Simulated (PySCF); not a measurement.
Geometry:
| atom | x (Å) | y (Å) | z (Å) |
| --- | --- | --- | --- |
| B1 | -1.914 | -0.621 | 0.253 |
| N2 | -0.489 | 0.166 | 0.312 |
| C3 | -0.592 | 1.499 | -0.293 |
| C4 | 0.602 | -0.653 | -0.258 |
| C5 | 1.997 | -0.112 | -0.017 |
| H6 | -2.723 | 0.112 | 0.811 |
| H7 | -1.736 | -1.675 | 0.855 |
| H8 | -2.158 | -0.785 | -0.938 |
| H9 | -0.298 | 0.285 | 1.309 |
| H10 | -1.422 | 2.034 | 0.183 |
| H11 | -0.830 | 1.375 | -1.358 |
| H12 | 0.338 | 2.076 | -0.184 |
| H13 | 0.487 | -1.654 | 0.181 |
| H14 | 0.384 | -0.757 | -1.331 |
| H15 | 2.197 | 0.030 | 1.058 |
| H16 | 2.180 | 0.845 | -0.529 |
| H17 | 2.740 | -0.830 | -0.394 |

Geometry: PBE0-D3(BJ)/def2-SVP; GIAO shifts from PySCF, gas phase, non-relativistic, averaged over equivalent atoms.

At PBE0/pcSseg-1 (145 basis functions, 12 s wall time on 1 thread of an Arm Neoverse V1, shared host):
```
      atoms  δ (ppm)
         B1    -16.6
         N2     67.1
         C4     51.9
         C3     39.1
         C5     13.7
        H13     3.09
H10/H11/H12     2.36
        H14     2.19
   H6/H7/H8     2.05
         H9     1.93
H15/H16/H17     1.05
```

References, each an isolated molecule treated in the same way: 11B (σref 100.73) against BF3·OEt2; 15N (σref 265.67) vs NH3; 13C (σref 184.41) and 1H (σref 31.27) against TMS.

Q: Predict the values at wB97X-D/pcSseg-2 on the same geometry.

A: 
| atoms | δ at wB97X-D/pcSseg-2 | change |
| --- | --- | --- |
| B1 | -16.5 | +0.1 |
| N2 | 61.2 | -5.9 |
| C4 | 54.3 | +2.4 |
| C3 | 40.9 | +1.8 |
| C5 | 14.4 | +0.7 |
| H13 | 3.25 | +0.16 |
| H10/H11/H12 | 2.44 | +0.08 |
| H14 | 2.36 | +0.17 |
| H6/H7/H8 | 1.95 | -0.10 |
| H9 | 2.25 | +0.32 |
| H15/H16/H17 | 1.08 | +0.03 |

Chemical shifts δ = σref − σ; 11B (σref 99.96) vs BF3·OEt2; NH3 for 15N (σref 260.06); 13C (σref 184.42), 1H (σref 31.36) against TMS, all at this level.

The largest change is at N2 (donor nitrogen of a Lewis adduct). Cost: 348 basis functions, 66 s wall time on 1 thread of an Arm Neoverse V1, shared host. The order of the carbon signals is the same at both levels.

Experimental scales use liquid or dissolved standards, which lie at an offset from isolated NH3 (liquid NH3: subtract about 20 ppm).
